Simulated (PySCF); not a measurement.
C₃H₉F₂NSi₂.
Atom-mapped SMILES: `[CH3:1][C@@H:2]1[NH:3][Si@H:4]([SiH3:5])[C:6]1([F:7])[F:8]` (hydrogens: H9, H10, H11 on C1; H12 on C2; H13 on N3; H14 on Si4; H15, H16, H17 on Si5)

Geometry (GFN2-xTB, Å), atoms numbered from 1 in this order:
```xyz
17
C3H9F2NSi2 angstrom
C     -2.136    0.463   -0.246
C     -1.308   -0.490    0.600
N     -0.391    0.187    1.506
Si     1.121   -0.472    1.011
Si     2.622    0.994    0.061
C     -0.216   -1.254   -0.161
F     -0.399   -2.607   -0.126
F     -0.159   -0.948   -1.493
H     -2.817    1.027    0.387
H     -2.714   -0.095   -0.977
H     -1.481    1.155   -0.770
H     -1.964   -1.194    1.127
H     -0.747    0.782    2.234
H      1.608   -1.550    1.891
H      2.011    2.235   -0.426
H      3.358    0.401   -1.057
H      3.605    1.377    1.081
```

Computed with TDDFT PBE0/def2-SVPD, vertical, gas phase, core orbitals frozen in the response (PySCF).

Frontier orbitals with the atoms that hold most of them (Löwdin shares over 4%, at most four atoms; ? is withheld):

```tsv
orbital	ε (eV)	atoms
LUMO+2	0.42	Si5 32%, Si4 14%, H17 11%, H15 6%
LUMO+1	-0.17	Si5 31%, Si4 29%, H15 12%, H14 12%
LUMO	-0.97	?
HOMO	?	?
HOMO-1	-7.84	C6 25%, Si4 18%, F7 13%, F8 12%
HOMO-2	-9.37	Si4 27%, Si5 23%, N3 10%, H14 10%
HOMO-3	-9.94	Si5 34%, H15 23%, H16 13%, N3 7%
```

(1) Which atoms hold the HOMO, and with what shares?

(2) Which atoms hold the LUMO, and with what shares?

(3) What is the HOMO energy, and the HOMO–LUMO gap?

Results:

(1) N3 (bonded to C, Si and H) 52%; Si4 (bonded to C, N, Si and H) 10%; C2 (bonded to 2 C, N and H) 9%; Si5 (bonded to Si and 3 H) 6%. By element: nitrogen 52%, silicon 16%, carbon 9% or more.

(2) Si4 (bonded to C, N, Si and H) 36%; Si5 (bonded to Si and 3 H) 24%; C6 (bonded to C, 2 F and Si) 7%; N3 (bonded to C, Si and H) 7%. By element: silicon 60%, carbon 7% or more, nitrogen 7%.

(3) ε(HOMO) = -6.95 eV; the gap is 5.98 eV (0.2197 hartree).

Q: How does S1 compare with the orbital gap of 5.98 eV?

A: S1 is at 4.63 eV (f = 0.0055), 1.35 eV below the gap, made of HOMO→LUMO (99%). Without the coupling terms of the response equations the lowest excitation would equal the gap.

Q: One configuration dominates each of S1, S2, S3 and S5. Which, and how do the shares of the two leading atoms of either orbital change from the occupied to the empty one?

A: 
- S1 (4.63 eV, f 0.0055), HOMO→LUMO (99%): N3 52% → 7%, Si4 10% → 36%, Si5 6% → 24%
- S2 (5.58 eV, f 0.0098), HOMO→LUMO+1 (95%): N3 52% → at most 13%, Si4 10% → 29%, Si5 6% → 31%
- S3 (5.73 eV, f 0.052), HOMO-1→LUMO (94%): C6 25% → 7%, Si4 18% → 36%, Si5 at most 12% → 24%
- S5 (6.52 eV, f 0.011), HOMO-1→LUMO+1 (94%): C6 25% → at most 13%, Si4 18% → 29%, Si5 at most 12% → 31%

Löwdin shares depend on the basis, the more so with diffuse functions.
